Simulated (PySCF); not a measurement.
**Bond length, frequency and bond energy of K₂⁺ by level of theory**

State: ²Σg⁺ (doublet), unpaired electrons σ ↑. Set-up: K x2c-SVPall; spin-free X2C with a Gaussian nucleus (PySCF 2.14). De refers to K⁺ + K in their ground configurations, without counterpoise correction. The functionals are run spin-unrestricted. Levels whose curve was spin-contaminated or gave no clean fit are not listed.

```
      Level  Re (Å)  ωe (cm⁻¹)  De (eV)
        UHF   4.819       69.2     0.79
    UHF-MP2   4.695       71.1     0.80
UHF-SCS-MP2   4.712       70.9     0.80
   UHF-CCSD   4.689       71.3     0.81
UHF-CCSD(T)   4.687       71.4     0.81
        PBE   4.637       62.5     0.87
     revPBE   4.698       61.8     0.87
     r²SCAN   4.607       68.5     0.83
    r²SCANh   4.600       68.9     0.83
       PBE0   4.638       66.2     0.86
  CAM-B3LYP   4.568       68.3     0.82
```

(1) Which functional lies closest to UHF-CCSD(T) in De, which farthest, and by how much do they differ from it?

(2) What does a quarter of exact exchange do here, going from PBE to PBE0?

(3) What does the step from GGA to meta-GGA do here, going from PBE to r²SCAN?

Correlated steps freeze 10 core orbitals. Correlated levels converge slowly with the basis: in double zeta they bind strong bonds too weakly, by up to about 1 eV, and carry superposition errors of some tenths. The state was picked by a PBE0 search and need not be the measured ground state.

The whole job (state search and all levels along the bond) took about 1.1 min on 1 thread of Intel Xeon Platinum 8488C (shared host), peak memory 0.53 GiB.

Results:

(1) Closest is CAM-B3LYP (-11.9 pm in Re, -4.3 % in ωe, +0.01 eV in De against UHF-CCSD(T) in the same basis), farthest PBE (-5.0 pm in Re, -12.5 % in ωe, +0.06 eV in De). CCSD(T) converges more slowly with the basis than the functionals do and binds too weakly in this one, so the order can change at the basis-set limit.

(2) PBE0 less PBE: +0.1 pm in Re, +5.9 % in ωe, -0.01 eV in De. Exact exchange removes part of the self-interaction that spreads semilocal densities, and in most molecules shortens and stiffens the bond and lowers De; so it does here.

(3) r²SCAN less PBE: -3.0 pm in Re, +9.6 % in ωe, -0.04 eV in De.
